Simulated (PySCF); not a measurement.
C2H8ClNSi2, SMILES C[Si@H](Cl)/C=N/[SiH3]. Geometry: ωB97X-D3(BJ)/def2-SVP. The structure was generated by enumeration; whether it is a known compound was not checked. Other conformers were not sampled.

Computed equilibrium geometry at ωB97X-D3(BJ)/def2-SVP (PySCF confirms it by a frequency run) as bond lengths and angles (one conformer of several):
Atoms: C1 Si2 Cl3 C4 N5 Si6 H7 H8 H9 H10 H11 H12 H13 H14. Bonds (Å): C1–Si2 1.860, C1–H7 1.101, C1–H8 1.100, C1–H9 1.101, Si2–Cl3 2.078, Si2–C4 1.898, Si2–H10 1.488, C4–N5 1.273, C4–H11 1.116, N5–Si6 1.766, Si6–H12 1.498, Si6–H13 1.488, Si6–H14 1.488. Bond angles (°): Si2–C1–H7 108.5, Si2–C1–H8 111.7, Si2–C1–H9 110.2, H7–C1–H8 109.3, H7–C1–H9 108.3, H8–C1–H9 108.7, C1–Si2–Cl3 110.7, C1–Si2–C4 109.5, C1–Si2–H10 112.6, Cl3–Si2–C4 107.5, Cl3–Si2–H10 107.2, C4–Si2–H10 109.1, Si2–C4–N5 116.6, Si2–C4–H11 120.9, N5–C4–H11 122.5, C4–N5–Si6 124.1, N5–Si6–H12 111.3, N5–Si6–H13 108.1, N5–Si6–H14 108.1, H12–Si6–H13 109.9, H12–Si6–H14 109.9, H13–Si6–H14 109.5.
